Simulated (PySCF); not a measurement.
C₃H₅ClF₂.

```xyz
11

C     -1.7364    -0.1873     0.0351
C     -0.4653     0.6179    -0.0818
F     -0.1245     1.1094     1.1417
F     -0.6835     1.7007    -0.8922
C      0.7415    -0.1004    -0.6749
Cl     1.1804    -1.5492     0.2508
H     -1.5746    -1.0442     0.7015
H     -2.5229     0.4587     0.4498
H     -2.0471    -0.5479    -0.9557
H      1.5921     0.5940    -0.6667
H      0.5205    -0.3962    -1.7086
```

Coordinates come from a ωB97X-D3(BJ)/def2-SVP optimisation. Other conformers were not sampled.

Level of theory: KT2/pcSseg-1 (PySCF). Non-relativistic, no solvent.

Q: Give the absolute GIAO shielding of each atom: isotropic value and principal components (ppm). (An estimate is asked for; the answer gives what the named calculation found.)

A: 
```tsv
atom	σ(iso)	σ11	σ22	σ33	span
C1	161.9	145.2	155.4	185.0	39.9
C2	57.1	46.3	53.5	71.4	25.0
F3	272.5	186.7	293.8	337.0	150.4
F4	270.8	176.2	315.7	320.4	144.2
C5	131.7	110.1	132.6	152.4	42.3
Cl6	869.0	708.1	817.5	1081.5	373.4
H7	29.0	24.2	29.8	33.1	8.8
H8	29.6	26.2	27.3	35.2	9.0
H9	30.1	26.6	27.7	35.9	9.2
H10	27.6	22.4	27.4	33.0	10.6
H11	27.9	22.8	27.7	33.3	10.5
```
